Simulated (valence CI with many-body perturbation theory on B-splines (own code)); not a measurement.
# E1 transitions of Rb32+

Level of theory: valence CI with perturbative core correlation (CI+MBPT): three valence electrons over a frozen Dirac-Fock core [He], radial functions for each j: 11 s, 11 p, 9 d, 7 f, 5 g, 2 h, 1 i, with the one-electron correlation potential Σ1 (screened to all orders), the two-electron term Σ2, the three-electron term Σ3, Breit, model QED; selected single and double excitations, second order for the rest (own B-spline code, finite nucleus).

No measured spectrum was set against this ion. As an estimate, large intervals hold to a few tenths of a per cent, small ones and those within an open d or f shell to about a per cent.

Lines 1 to 50 of 265 in falling wavelength, among levels below 2570.0 eV, chosen from the strongest by gf and those to the six lowest levels. Wavelengths and rates use the calculated energies. Electric multipoles are in the length gauge, E1 and E2 with the static RPA response of the core. Weak lines are less certain than strong ones. Lines between different terms over intervals too small for the method are left out, as are lines whose strength nearly cancels. The highest levels of a list are the least certain.

Levels are named by their leading jj configuration (3d3/2^4 stands for four electrons in 3d with j = 3/2), which in mixed levels can hold well under half, so a name can repeat and another be missing. Letters in brackets count levels of one name in rising energy.

```tsv
λ vac (nm)	Upper	Lower	A (s⁻¹)	log gf	Branch %
40.62	(2s 2p3/2 3d5/2) J=9/2	(2s 2p3/2 3p3/2) J=7/2	1.03e+09	-0.59	74.8
40.50	(2p1/2 2p3/2 3d5/2) J=7/2	(2p1/2 2p3/2 3p3/2) J=5/2 [a]	1.00e+09	-0.70	0.0
38.86	(2s 2p1/2 3d5/2) J=7/2	(2s 2p1/2 3p3/2) J=5/2	1.17e+09	-0.67	0.0
37.20	(2p1/2^2 3d5/2) J=5/2	(2p1/2^2 3p3/2) J=3/2	1.53e+09	-0.72	0.0
37.00	(2p1/2 2p3/2 3d5/2) J=5/2	(2p1/2 2p3/2 3p3/2) J=3/2 [a]	9.42e+08	-0.94	0.0
36.68	(2s 2p3/2 3d5/2) J=7/2 [b]	(2s 2p3/2 3p3/2) J=5/2 [b]	1.25e+09	-0.69	0.0
34.22	(2s 2p3/2 3d5/2) J=5/2 [b]	(2s 2p3/2 3p3/2) J=3/2 [b]	1.23e+09	-0.89	0.0
34.19	(2s 2p1/2 3d5/2) J=5/2 [a]	(2s 2p1/2 3p3/2) J=3/2 [a]	1.11e+09	-0.93	0.0
33.93	(2s^2 3d5/2) J=5/2	(2s^2 3p3/2) J=3/2	1.57e+09	-0.79	0.0
32.08	(2s 2p1/2 3d5/2) J=5/2 [b]	(2s 2p1/2 3p3/2) J=3/2 [b]	1.82e+09	-0.77	0.0
31.82	(2s 2p3/2 3d5/2) J=5/2 [a]	(2s 2p3/2 3p3/2) J=3/2 [a]	1.28e+09	-0.93	0.0
31.80	(2s 2p3/2 3p1/2) J=3/2 [a]	(2s 2p3/2 3s) J=5/2	1.90e+09	-0.94	0.0
31.10	(2s 2p3/2 3d5/2) J=7/2 [a]	(2s 2p3/2 3p3/2) J=5/2 [a]	1.73e+09	-0.70	0.0
29.85	(2s 2p3/2 3p3/2) J=3/2 [a]	(2s 2p3/2 3s) J=3/2 [a]	1.87e+09	-1.00	0.0
29.76	(2s 2p3/2 3p1/2) J=5/2	(2s 2p3/2 3s) J=5/2	2.02e+09	-0.79	0.0
28.91	(2s 2p3/2 3d3/2) J=7/2	(2s 2p3/2 3p1/2) J=5/2	1.56e+09	-0.80	0.0
28.40	(2p1/2 2p3/2 3p1/2) J=3/2 [b]	(2p1/2 2p3/2 3s) J=5/2	2.61e+09	-0.90	0.0
28.22	(2p1/2 2p3/2 3d3/2) J=5/2	(2p1/2 2p3/2 3p1/2) J=3/2 [a]	1.85e+09	-0.88	0.0
27.77	(2p1/2 2p3/2 3d3/2) J=7/2	(2p1/2 2p3/2 3p1/2) J=5/2	2.43e+09	-0.65	1.5
27.54	(2s 2p1/2 3d3/2) J=5/2	(2s 2p1/2 3p1/2) J=3/2	1.94e+09	-0.88	0.0
26.73	(2s 2p3/2 3d3/2) J=5/2 [b]	(2s 2p3/2 3p1/2) J=3/2 [b]	2.24e+09	-0.84	0.0
26.71	(2p1/2 2p3/2 3p3/2) J=7/2	(2p1/2 2p3/2 3s) J=5/2	5.35e+09	-0.34	0.0
26.67	(2p1/2^2 3d3/2) J=3/2	(2p1/2^2 3p1/2) J=1/2	3.46e+09	-0.83	0.0
26.42	(2p1/2 2p3/2 3p3/2) J=5/2 [a]	(2p1/2 2p3/2 3s) J=3/2 [a]	4.30e+09	-0.57	0.0
26.36	(2s 2p1/2 3p3/2) J=3/2 [b]	(2s 2p1/2 3s) J=1/2 [b]	2.70e+09	-0.95	0.0
26.30	(2s 2p1/2 3d3/2) J=3/2 [a]	(2s 2p1/2 3p1/2) J=1/2 [a]	2.90e+09	-0.92	0.0
25.63	(2s 2p3/2 3p3/2) J=5/2 [b]	(2s 2p3/2 3s) J=3/2 [b]	3.74e+09	-0.66	0.0
24.93	(2s^2 3d3/2) J=3/2	(2s^2 3p1/2) J=1/2	3.15e+09	-0.93	0.0
24.42	(2p1/2^2 3p3/2) J=3/2	(2p1/2^2 3s) J=1/2	6.15e+09	-0.66	0.0
24.36	(2s 2p3/2 3p3/2) J=5/2 [a]	(2s 2p3/2 3s) J=3/2 [a]	3.38e+09	-0.74	0.0
24.16	(2s 2p3/2 3p3/2) J=7/2	(2s 2p3/2 3s) J=5/2	5.96e+09	-0.38	12.6
23.92	(2p1/2 2p3/2 3p3/2) J=5/2 [b]	(2p1/2 2p3/2 3s) J=3/2 [b]	5.03e+09	-0.59	0.0
23.03	(2s^2 3p3/2) J=3/2	(2s^2 3s) J=1/2	5.93e+09	-0.72	0.5
22.98	(2s 2p1/2 3p3/2) J=5/2	(2s 2p1/2 3s) J=3/2	7.35e+09	-0.46	0.7
22.70	(2s 2p3/2 3p3/2) J=3/2 [b]	(2s 2p3/2 3s) J=1/2	3.67e+09	-0.95	0.0
22.21	(2s 2p1/2 3p3/2) J=3/2 [a]	(2s 2p1/2 3s) J=1/2 [a]	6.77e+09	-0.70	0.1
21.46	(2p1/2 2p3/2 3p3/2) J=5/2 [b]	(2p1/2 2p3/2 3s) J=5/2	3.37e+09	-0.86	0.0
20.22	(2p1/2 2p3/2 3p3/2) J=1/2 [b]	(2p1/2 2p3/2 3s) J=3/2 [b]	9.37e+09	-0.94	0.0
19.94	(2s 2p3/2 3d5/2) J=7/2 [a]	(2s 2p3/2 3p1/2) J=5/2	2.12e+09	-1.00	0.0
19.37	(2s 2p3/2 3p3/2) J=5/2 [a]	(2s 2p3/2 3s) J=5/2	4.33e+09	-0.83	0.0
16.60	(2p1/2 2p3/2 3s) J=5/2	(2s 2p3/2 3s) J=3/2 [b]	3.99e+09	-1.00	0.0
14.50	(2s 2p1/2 2p3/2) J=5/2	(2s^2 2p3/2) J=3/2	1.08e+09	-1.69	100.0
13.70	(2s 2p1/2^2) J=1/2	(2s^2 2p1/2) J=1/2	1.50e+09	-2.07	99.8
11.66	(2p1/2^2 2p3/2) J=3/2	(2s 2p1/2 2p3/2) J=3/2 [b]	3.03e+09	-1.61	3.5
11.19	(2p1/2 2p3/2 3d5/2) J=7/2	(2s 2p3/2 3d5/2) J=9/2	7.17e+09	-0.97	0.3
11.15	(2p1/2 2p3/2 3p1/2) J=5/2	(2s 2p3/2 3p1/2) J=5/2	8.77e+09	-1.01	0.1
10.70	(2p1/2^2 3d5/2) J=5/2	(2s 2p1/2 3d5/2) J=7/2	1.24e+10	-0.89	0.0
10.30	(2s 2p1/2 2p3/2) J=3/2 [b]	(2s^2 2p3/2) J=3/2	8.90e+08	-2.25	1.6
10.22	(2p1/2 2p3/2 3p3/2) J=7/2	(2s 2p3/2 3p3/2) J=7/2	8.94e+09	-0.95	0.0
9.623	(2s 2p1/2 2p3/2) J=1/2	(2s^2 2p3/2) J=3/2	2.39e+09	-2.18	2.2
```
